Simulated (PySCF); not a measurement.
Atoms are numbered as in `[CH3:1][SiH2:2][C:3]([CH3:4])=[O:5]`; H(Xn) means a hydrogen on atom n.

Geometry: PBE0-D3(BJ)/def2-SVP; GIAO absolute shieldings from PySCF 2.14, gas phase, non-relativistic, averaged over equivalent atoms.

At PBE0/cc-pVDZ (114 basis functions, 8.4 s wall time on 1 thread of an Arm Neoverse V2, shared host):
| atoms | σ (ppm) |
| --- | --- |
| C3 | -35.9 |
| C4 | 158.4 |
| C1 | 205.5 |
| Si2 | 473.0 |
| O5 | -453.3 |
| H(Si2) | 27.06 |
| H(C4) | 29.06 |
| H(C1) | 31.08 |

Q: What do these become at PBE0/cc-pVTZ?

A: 
```json
{"atoms": "C3", "σ at PBE0/cc-pVTZ": "-53.2", "change": "-17.3"}
{"atoms": "C4", "σ at PBE0/cc-pVTZ": "148.0", "change": "-10.4"}
{"atoms": "C1", "σ at PBE0/cc-pVTZ": "197.6", "change": "-7.9"}
{"atoms": "Si2", "σ at PBE0/cc-pVTZ": "417.4", "change": "-55.6"}
{"atoms": "O5", "σ at PBE0/cc-pVTZ": "-482.0", "change": "-28.7"}
{"atoms": "H(Si2)", "σ at PBE0/cc-pVTZ": "26.95", "change": "-0.11"}
{"atoms": "H(C4)", "σ at PBE0/cc-pVTZ": "28.92", "change": "-0.14"}
{"atoms": "H(C1)", "σ at PBE0/cc-pVTZ": "31.08", "change": "+0.00"}
```

The largest change is at Si2 (silicon bonded to 2 C, 2 H). Cost: 266 basis functions, 28 s wall time on 1 thread of an Arm Neoverse V2, shared host. The order of the carbon signals is the same at both levels.
